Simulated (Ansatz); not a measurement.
C2H7FSi2 can be A, `F[SiH]1CC[SiH2]1`, or B, `FC1C[SiH2][SiH2]1`.

Gas-phase electronic energies from Ansatz, PBE0-D4/def2-TZVP geometries. CBS: MP2 limit from def2 TZ/QZ plus the TZ coupled-cluster correction, frozen cores. DFT in def2-TZVPP. B3LYP here is the variant with VWN-RPA as its local correlation; programs differ in this.

Q: Which isomer does CCSD(T)/CBS put lower? Give the gap. (Estimate.)

A: The calculation gave: A, by 52.8 kcal/mol.

Q: Give E(B) − E(A) in kcal/mol with CCSD/def2-TZVPP, LDA (SPW92), CCSD(T)/def2-SVP, B3LYP-D4, HF/def2-TZVPP, r2SCAN-D4, BLYP-D4. (Best estimate.)

A: The calculation gave: CCSD/def2-TZVPP 52.3, LDA (SPW92) 48.1, CCSD(T)/def2-SVP 46.0, B3LYP-D4 50.8, HF/def2-TZVPP 53.0, r2SCAN-D4 51.1, BLYP-D4 49.3. None reverses the order clearly.

Q: Does the order hold for the free energy at 298.15 K (harmonic terms from PBE0-D4)? (Estimate.)

A: The calculation gave: Yes: G(B) − G(A) = +51.4 kcal/mol.

Largest T1 diagnostic: 0.013.

At CCSD(T), def2-SVP lies −6.9 kcal/mol from the extrapolated value and def2-TZVPP −1.0 kcal/mol. From PBE to PBE0 (25 % exact exchange), in def2-TZVPP and without D4, E(B) − E(A) moves by +1.7 kcal/mol.
